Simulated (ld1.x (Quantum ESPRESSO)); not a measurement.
Values are calculated unless marked as measured or tabulated.
# Potentials for Si compared

Generated with ld1.x 7.5 (TM, RRKJ, ultrasoft, PAW), atompaw 4.2 or ONCVPSP 4.0.1. The cutoff is in Ry: for ld1.x and atompaw files where the sum of valence levels is converged to 10 mRy in a Bessel basis, for ONCV files where the hardest occupied wave has 1 mHa per electron of residual kinetic energy. The error is the largest all-electron minus pseudo excitation energy over each file’s own four to seven test configurations (ionisations up to +4, promotions, holes and added fractions of an electron), all of which were solved. The labels leave out finer settings (local radius, basis sizes, second energies), which also bear on the numbers. Spin-polarised tests are not counted. The rows are a selection from randomly drawn settings: files with unsolved tests, undetermined cutoffs or missed reference levels are left out.

```csv
potential,cutoff (Ry),largest error (meV),bound ghosts
"ultrasoft, LDA (PZ), non-relativistic, rc 1.60/2.30/1.85 (spd), local smoothed, core correction yes, reference 3s2 3p1",12,-33,none
"TM semilocal, PBE, scalar-relativistic, rc 1.70/1.50 (sp), local s, core correction yes, reference 3s2 3p2",35,+37,none
"TM, LDA (PZ), scalar-relativistic, rc 1.20/1.45 (sp), local s, core correction no, reference 3s2 3p2",50,+241,none
"TM, PBEsol, non-relativistic, rc 1.80/2.00/2.10 (spd), local d, core correction yes, reference 3s2 3p2",15,+78,none
"TM, LDA (PZ), scalar-relativistic, rc 1.55/1.50/1.25 (spd), local smoothed, core correction yes, reference 3s1 3p3",35,+66,none
"ultrasoft, PBEsol, non-relativistic, rc 0.95/1.20 (sp), local smoothed, core correction yes, reference 2s2 2p6 3s2 3p2",90,-308,none
```

(1) Fill in the row for Si: RRKJ, PBE, scalar-relativistic, rc 1.65/1.80 (sp), local smoothed, core correction no, reference 3s2 3p1.

(2) Fill in the row for Si: TM semilocal, PBEsol, scalar-relativistic, rc 1.25/1.70 (sp), local p, core correction yes, reference 3s1 3p3.

## Answers

(1) cutoff 18 Ry, largest error +83 meV, bound ghosts: none.

(2) cutoff 40 Ry, largest error +68 meV, bound ghosts: none.
